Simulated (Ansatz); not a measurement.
Start from `[SiH3]CC=S` and change one atom or group to get `C[SiH2]CC=S`.

Ansatz, PBE0-D4/def2-TZVP geometries, multiplicity 1. Each molecule was computed in one conformer, which needn't be the lowest.

```tsv
property	`[SiH3]CC=S`
LUMO energy (PBE/def2-TZVPP) / eV	-3.03
HOMO energy (ωB97M-V/def2-TZVPP) / eV	-8.66
LUMO energy (PBE0/def2-TZVPP) / eV	-2.12
LUMO energy (B3LYP/def2-TZVPP) / eV	-2.31
HOMO energy (PBE0/def2-TZVPP) / eV	-6.44
HOMO energy (B3LYP/def2-TZVPP) / eV	-6.20
```

Q: Give the same properties after the change, and the shifts. (Estimate.)

A: The calculation gave: 
```json
{"property": "LUMO energy (PBE/def2-TZVPP) / eV", "`C[SiH2]CC=S`": "-2.91", "shift": "0.12"}
{"property": "HOMO energy (ωB97M-V/def2-TZVPP) / eV", "`C[SiH2]CC=S`": "-8.56", "shift": "0.10"}
{"property": "LUMO energy (PBE0/def2-TZVPP) / eV", "`C[SiH2]CC=S`": "-2.01", "shift": "0.11"}
{"property": "LUMO energy (B3LYP/def2-TZVPP) / eV", "`C[SiH2]CC=S`": "-2.20", "shift": "0.11"}
{"property": "HOMO energy (PBE0/def2-TZVPP) / eV", "`C[SiH2]CC=S`": "-6.33", "shift": "0.11"}
{"property": "HOMO energy (B3LYP/def2-TZVPP) / eV", "`C[SiH2]CC=S`": "-6.10", "shift": "0.10"}
```

The zero-point energy changes by 76.6 kJ/mol with +9 modes.

B3LYP here is the variant with VWN-RPA as its local correlation; programs differ in this.
